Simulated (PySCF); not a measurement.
An unknown is described by computed data only.

Formula: C4H5ClF2O2.

- Dipole: 1.41 D [CAM-B3LYP/def2-SVPD]
- 1H NMR: chemical shifts (computed TMS as zero) by class: 5.45 (1 H), 4.89 (1 H), 4.73 (1 H), 4.00 (1 H), 3.94 (1 H) ppm [GIAO B97-2/pcSseg-1]
- NMR, other nuclei: isotropic shieldings of nuclei other than C and H, by class: 220 (1 O), 265 (1 O), 329 (1 F), 341 (1 F), 682 (1 Cl) ppm [GIAO B97-2/pcSseg-1]
- Valence photoelectron: vertical ionisation energy: 10.77 eV [ΔSCF CAM-B3LYP/def2-SVPD]
- Polarisability: 67.7 au [CAM-B3LYP/def2-SVPD]
- 13C NMR: chemical shifts (computed TMS as zero) by class: 106.2 (1 C), 106.1 (1 C), 86.5 (1 C), 69.9 (1 C) ppm [GIAO B97-2/pcSseg-1]
- Triplet: lowest triplet excitation (Tamm–Dancoff): 6.68 eV [TDA CAM-B3LYP/def2-SVPD]
- Rotational structure: rotational constants A, B, C: 1.846, 1.398, 1.145 GHz [PBE0-D3(BJ)/def2-SVP]
- XPS: Cl2p3/2 206.5, C1s 293.2, C1s 294.4, C1s 295.0, C1s 295.3, O1s 539.5, O1s 539.7, F1s 693.1, F1s 693.6, Cl1s 2829.1 eV [ΔSCF SCAN, pcX-2 on the ionised atom, pcseg-1 elsewhere, spin-free X2C, 2p3/2 from a spin–orbit splitting computed afterwards within the 2p shell]

Electronic properties: PySCF, gas phase, density fitting. Levels stand in brackets. Geometry: PBE0-D3(BJ)/def2-SVP, one conformer, isolated molecule. Each NMR value is the plain mean over a class of atoms that symmetry, rotation or inversion makes alike.

Task: Give a SMILES that accounts for the data.

Result: Numbering: `[F:1][C@@H:2]1[O:3][CH2:4][O:5][CH2:6][C@@:7]1([F:8])[Cl:9]`. Its formula, C4H5ClF2O2, gives 1 degree of unsaturation: 1 ring and 0 π bonds in the structure found. 4 carbons fall into 4 classes; from least to most shielded: sp3 C–F carbon [C2] (106.2 ppm), sp3 C–F carbon [C7] (106.1 ppm), sp3 carbon bearing two oxygens [C4] (86.5 ppm), ring sp3 carbon bound to oxygen [C6] (69.9 ppm). Hydrogen classes from least to most shielded: 1 H on an sp3 C–F carbon, C2 (5.45 ppm), 1 H on an sp3 carbon bearing two oxygens, C4 (4.89 ppm), 1 H on an sp3 carbon bearing two oxygens, C4 (4.73 ppm), 1 H on an sp3 carbon bound to oxygen, C6 (4.00 ppm), 1 H on an sp3 carbon bound to oxygen, C6 (3.94 ppm). The other shieldings belong to: 220 ppm, cyclic ether oxygen [O3]; 265 ppm, cyclic ether oxygen [O5]; 329 ppm, alkyl fluorine [F8]; 341 ppm, alkyl fluorine [F1]; 682 ppm, chlorine on a fluorinated carbon [Cl9]. The core levels belong to: Cl2p3/2 206.5 eV, chlorine on a fluorinated carbon [Cl9]; C1s 293.2 eV, sp3 carbon bound to oxygen [C6]; C1s 294.4 eV, sp3 carbon bearing two oxygens [C4]; C1s 295.0 eV, sp3 C–F carbon [C7]; C1s 295.3 eV, sp3 C–F carbon [C2]; O1s 539.5 eV, cyclic ether oxygen [O5]; O1s 539.7 eV, cyclic ether oxygen [O3]; F1s 693.1 eV, alkyl fluorine [F1]; F1s 693.6 eV, alkyl fluorine [F8]; Cl1s 2829.1 eV, chlorine on a fluorinated carbon [Cl9]. The first electron is taken from the HOMO, whose largest Löwdin shares are 0.34 on a cyclic ether oxygen, 0.15 on the chlorine on a fluorinated carbon, 0.10 on a cyclic ether oxygen and 0.10 on an sp3 C–F carbon. The optimised geometry has point group C1 and is an asymmetric top. Structure: `F[C@]1(COCO[C@H]1F)Cl`. The assignments are read from this structure; whether some other isomer fits the data as well wasn't checked. The mirror image fits equally.
